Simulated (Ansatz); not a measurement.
Wavefunction ladder for CH$_{7}$GaN$_{2}$O, SMILES `N[CH2][Ga]([NH2])[OH]`

Cartesian coordinates in Å:
```
N -1.511 -1.295 -1.162
C -0.274 -1.311 -0.385
Ga 0.333 0.454 0.284
N 1.793 0.912 1.268
O -0.770 1.800 -0.181
H -2.264 -0.896 -0.615
H -1.414 -0.682 -1.963
H -0.396 -1.992 0.462
H 0.520 -1.756 -0.991
H 2.009 1.848 1.564
H 2.478 0.252 1.593
H -0.504 2.667 0.127
```

The species carries charge 0 and has multiplicity 1. Correlated methods include outer-core shells of Ga, which these sets cover unevenly. Scalar relativity is left out up to krypton. The structure was optimised at the PBE0-D4/def2-TZVP level. It is one conformer, not always the lowest. Frozen core, restricted reference, the Gaussian-basis code of Ansatz.

```
     basis      HF (Eh)  MP2 corr.
  def2-SVP  -2148.56617   -0.89128
def2-TZVPP  -2149.09250   -1.08101
def2-QZVPP  -2149.14424   -1.39119
```

Question: Estimate the CCSD correlation energy and the (T) correction in each basis where they were run (hartree).

Answer: 
| basis | CCSD corr. | (T) |
| --- | --- | --- |
| def2-SVP | -0.91913 | -0.02585 |
| def2-TZVPP | -1.10042 | -0.04336 |
